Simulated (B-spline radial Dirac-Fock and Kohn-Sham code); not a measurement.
# K-line shifts caused by a second vacancy in Ge²⁺

System: the Ge²⁺ ion, configuration [Ar] 3d10 4s2, inside a Watson sphere of charge -2 and radius 2.4 Å (a model of the Madelung potential; inside it an electron's potential energy is raised by 12.0 eV).

These are calculated numbers from a B-spline atomic structure program; the model is Dirac-Fock ΔSCF + Breit + QED. Each two-hole energy is an average over J within one jj subconfiguration, not an observable level; in light atoms, where LS coupling holds, the j-resolved values are not observed lines, and for a K spectator the Kα1 hypersatellite is nearly forbidden. The model has no electron correlation.

Lines without a spectator: Kα2 (K-L2) 9854.7 eV, Kα1 (K-L3) 9886.0 eV, Kβ3 (K-M2) 10975.9 eV, Kβ1 (K-M3) 10980.1 eV. Shifts in eV with one spectator hole (a dash: not computed, or left out as unreliable):

```tsv
spectator hole	Kα2	Kα1	Kβ3	Kβ1
K (1s)	+342.5	+346.6	+428.7	+429.4
L2 (2p1/2)	+33.5	+41.1	–	+89.7
L3 (2p3/2)	+37.0	+35.8	+85.3	–
M2 (3p1/2)	–	+3.25	+6.73	+8.80
M3 (3p3/2)	+2.84	–	+8.09	+7.58
M4 (3d3/2)	-0.11	-1.20	–	–
M5 (3d5/2)	-1.31	-0.59	–	–
```

With n spectator holes in 2p, averaged over the 2p shell (energies in eV):

| n | KαLⁿ | step | hypersatellite KαʰLⁿ |
| --- | --- | --- | --- |
| 0 | 9875.5 | – | 10220.8 |
| 1 | 9912.9 | +37.4 | 10259.3 |
| 2 | 9951.3 | +38.4 | 10299.0 |
| 3 | 9990.8 | +39.5 | 10339.6 |
| 4 | 10031.4 | +40.6 | 10381.4 |
| 5 | 10073.0 | +41.7 | 10424.3 |
